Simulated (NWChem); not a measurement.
A series in which one site is exchanged, each optimised at PBE0/def2-SVP with NWChem, gas phase unless a solvent is named. 

A: [O]=[Mg] (MgO; site = Mg)
B: [O]=[Zn] (ZnO; site = Zn)
C: [Be]=[O] (BeO; site = Be)

Values for A:

| Quantity | Result |
|---|---|
| highest harmonic frequency (cm⁻¹), PBE0/def2-SVP | 820 |
| vertical ionisation energy, ΔSCF, PBE/def2-SVP (eV) | 8.17 |
| vertical ionisation energy, ΔSCF, CAM-B3LYP/def2-SVP (eV) | 7.63 |

Task: How do these values change for the other members?

Result: 
| change from A | B | C |
|---|---|---|
| highest harmonic frequency (cm⁻¹), PBE0/def2-SVP | -60 | +708 |
| vertical ionisation energy, ΔSCF, PBE/def2-SVP (eV) | +0.73 | +2.33 |
| vertical ionisation energy, ΔSCF, CAM-B3LYP/def2-SVP (eV) | +0.86 | +2.54 |
